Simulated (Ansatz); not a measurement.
Geometry optimisation, RHF/def2-SVP in Ansatz.

input.yaml

```yaml
crystal:
  periodic: [false, false, false]
  atoms:
    - { symbol: Ge, position_ang: [0.0, 0.0, 0.0] }
    - { symbol: Cl, position_ang: [0.0, 0.0, 2.57] }
    - { symbol: Cl, position_ang: [2.0935, 0.0, -0.7393] }
    - { symbol: Cl, position_ang: [-1.0456, 1.8115, -0.7393] }
    - { symbol: Cl, position_ang: [-1.0456, -1.8115, -0.7393] }
    - { symbol: O, position_ang: [-1.9644, 0.0, 0.6527] }
    - { symbol: Si, position_ang: [-3.2043, -0.9102, -0.023] }
    - { symbol: H, position_ang: [-2.7034, -2.2382, -0.3652] }
    - { symbol: H, position_ang: [-4.2964, -1.0354, 0.9379] }
    - { symbol: H, position_ang: [-3.6923, -0.249, -1.2298] }
    - { symbol: H, position_ang: [-1.4056, 0.0, 1.8227] }
basis:
  gaussian: { orbitals: def2-SVP }
hamiltonian:
  xc: hf
relax:
  f_tol: 0.15
  max_steps: 25
  restrain:
    - { distance: [0, 5], at: 2.97, k: 30.0 }
    - { distance: [10, 1], at: 2.57, k: 30.0 }
    - { distance: [0, 1], at: 2.22, k: 30.0 }
    - { distance: [10, 5], at: 1.01, k: 30.0 }
```

Command:

```bash
$ ansatz run input.yaml --threads 4 --pin off --max-ram 5120MiB --backend cpu --events-out ev --progress --plain --runs-dir out
```

**Question.** Where does it end, and by what steps?

**Answer.** The run converged. The restraints hold the end off the free minimum; the threshold counts their pulls, which the force column leaves out. Restrained pairs: Ge1–O6 (2.07 → 2.97 Å), Cl2–H11 (1.59 → 2.57 Å), Ge1–Cl2 (2.57 → 2.19 Å), O6–H11 (1.30 → 0.97 Å). After 7 steps the energy has fallen by 6.684 eV (the restraints' own energy left out); Cl5 moved furthest, 0.94 Å. The start is strongly strained (largest force component 8 eV/Å), so its close contacts needn't be bonds.

| step | energy less start (eV) | largest force component (eV/Å) | accepted |
| --- | --- | --- | --- |
| 0 | 0.0000 | 8.232 | yes |
| 1 | -1.9766 | 6.604 | yes |
| 2 | -3.2236 | 5.483 | yes |
| 3 | -4.5657 | 3.433 | yes |
| 4 | -5.8694 | 1.756 | yes |
| 5 | -6.4417 | 1.024 | yes |
| 6 | -6.6223 | 1.138 | yes |
| 7 | -6.6837 | 1.327 | yes |

```xyz
11
Properties=species:S:1:pos:R:3
Ge 0.492 0.136 -0.077
Cl 0.432 0.046 2.113
Cl 2.559 0.332 -0.583
Cl -0.504 1.845 -0.833
Cl -0.141 -1.682 -0.977
O -2.321 -0.211 0.821
Si -3.632 -0.975 0.142
H -3.378 -2.423 -0.033
H -4.836 -0.816 0.993
H -3.849 -0.339 -1.171
H -2.086 -0.345 1.751
```

Run time: 26 s on 4 threads of Arm Neoverse V2, with other jobs on the host, peak memory 0.41 GiB.
